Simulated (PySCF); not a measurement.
Identify the unknown among the candidates.

All candidates are C6H7FOSi.

* UV, strongest line: among the 8 lowest singlet transitions: S6 at 7.35 eV (169 nm, f = 0.367) [TDDFT wB97X-D/def2-SVPD]
* 13C NMR: chemical shifts (computed TMS as zero) by class: 140.9 (1 C), 117.6 (1 C), 86.7 (1 C), 77.9 (1 C), 57.6 (1 C), 17.2 (1 C) ppm [GIAO PBE0/pcSseg-1]
* Dipole: 2.91 D [wB97X-D/def2-SVPD]
* Polarisability: 92.6 au [wB97X-D/def2-SVPD]
* UV, first state: lowest singlet excitation: 5.86 eV (212 nm, f = 0.015) [TDDFT wB97X-D/def2-SVPD]
* Rotational structure: rotational constants A, B, C: 1.961, 1.027, 0.811 GHz [GFN2-xTB]

Electronic properties: PySCF, gas phase, density fitting. Levels stand in brackets. One conformer (not necessarily the lowest) at the GFN2-xTB geometry, without solvent, vibrations or thermal averaging. NMR classes are plain means over equivalent atoms (diastereotopic ones count apart unless rotation or inversion swaps them), as if these changed places fast.

Question: Which candidate is it?
A. `Fc1cccc(O[SiH3])c1`
B. `CC#C[SiH2]/C(F)=C\C=O`
C. `C#C[C@@H]1C(=C)[C@@H]1O[SiH2]F`

Answer: C. It is `C#C[C@@H]1C(=C)[C@@H]1O[SiH2]F`. Numbering: `[CH:1]#[C:2][C@@H:3]1[C:4](=[CH2:5])[C@@H:6]1[O:7][SiH2:8][F:9]`. Its formula, C6H7FOSi, gives 4 degrees of unsaturation: 1 ring and 3 π bonds in the structure found. 6 carbons fall into 6 classes; from least to most shielded: fully substituted alkene carbon [C4] (140.9 ppm), terminal =CH2 carbon [C5] (117.6 ppm), alkyne carbon [C2] (86.7 ppm), terminal alkyne carbon [C1] (77.9 ppm), ring sp3 carbon bound to oxygen [C6] (57.6 ppm), allylic carbon [C3] (17.2 ppm). The optimised geometry has point group C1 and is an asymmetric top.

The others, at the same levels:
- `CC#C[SiH2]/C(F)=C\C=O` fails: its computed 13C shifts are 212.4 (1 C), 197.7 (1 C), 123.9 (1 C), 112.2 (1 C), 84.9 (1 C), 6.0 (1 C) ppm, lowest singlet excitation is 3.99 eV (311 nm, f = 0.000) (against 5.86 eV) and strongest line among the 8 lowest singlet transitions is S3 at 5.39 eV (230 nm, f = 0.169) (against S6 at 7.35 eV).
- `Fc1cccc(O[SiH3])c1` fails: its computed 13C shifts are 173.5 (1 C), 163.5 (1 C), 136.4 (1 C), 121.1 (1 C), 113.6 (1 C), 106.7 (1 C) ppm, rotational constant A is 2.672 GHz (against 1.961 GHz) and smallest rotational constant is 0.656 GHz (against 0.811 GHz).

Each candidate is one conformer, not necessarily the lowest. Dipoles, sizes and rotational constants follow the conformer. The torsions of the flexible species, by atom-mapped SMILES:
- `[CH:1]#[C:2][C@@H:3]1[C:4](=[CH2:5])[C@@H:6]1[O:7][SiH2:8][F:9]`: C4–C6–O7–Si8 -37°, C6–O7–Si8–F9 160°
- `[CH3:1][C:2]#[C:3][SiH2:4]/[C:5]([F:6])=[CH:7]\[CH:8]=[O:9]`: C3–Si4–C5–F6 0°, C5–C7–C8–O9 0°
- `[F:1][c:2]1[cH:3][cH:4][cH:5][c:6]([O:7][SiH3:8])[cH:9]1`: C5–C6–O7–Si8 180°
